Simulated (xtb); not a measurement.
ClCs (SMILES [Cl][Cs]), singlet, geometry from GFN2-xTB (such geometries of metal compounds can be far from the true shape), atoms displaced at random by about 0.1 Å a coordinate. Base run: GFN2-xTB in xtb.

Input for xtb:
```
$ xtb mol.xyz --gfn 2 --opt --json

# file mol.xyz
2

Cs    -0.04787844     0.03027440    -0.49436814
Cl    -0.11944140    -0.24540880     2.09822802
```

Each row names what was changed in the base input (with any setting that the change needs).

| change | ΔE vs base (kJ/mol) | optimiser steps |
|---|---|---|
| base | 0.00 | 6 |
| engine = inertial | 0.00 | - |
| opt level = sloppy | 0.01 | 5 |
| opt level = crude | 0.21 | 4 |
| opt level = vtight | 0.00 | 8 |
| opt level = loose | 0.00 | 6 |
| alpb = thf | (withheld) | 7 |
| alpb = water | (withheld) | 7 |
| engine = lbfgs | 0.00 | - |
| opt level = tight | 0.00 | 7 |

Task: Complete the blanks.

Result: 
- alpb = thf, ΔE vs base (kJ/mol): -70.9
- alpb = water, ΔE vs base (kJ/mol): -107.5
